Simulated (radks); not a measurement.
Coulomb parameter of the 4f shell of the terbium ion Tb3+ in the model configuration [Xe] 4f7 5d1, as a second difference U = [E(n + 1) + E(n - 1) - 2 E(n)] / (1)^2 with all orbitals relaxed. "Bare": the charge of the atom changes with n. "Screened": the 5d shell takes up the change at fixed total charge, which measures U(4f,4f) + U(5d,5d) - 2 U(4f,5d). Calculated with a radial shooting solver on a logarithmic mesh with Libxc functionals: Dirac Kohn-Sham, BLYP, spin-unpolarised, spherical densities, finite nucleus; open shells are shared between the two j in proportion to 2j + 1; Fermi nuclear charge, rms radius 5.06 fm.

start: configuration [Xe] 4f7 5d1; E - E(n) (eV) 0.000
bare +1: configuration [Xe] 4f8 5d1; E - E(n) (eV) -31.710
bare -1: configuration [Xe] 4f6 5d1; E - E(n) (eV) 51.503
screened +1: configuration [Xe] 4f8; E - E(n) (eV) -11.839
screened -1: configuration [Xe] 4f6 5d2; E - E(n) (eV) 17.582

U(bare) = 19.793 eV, U(screened by 5d) = 5.743 eV.
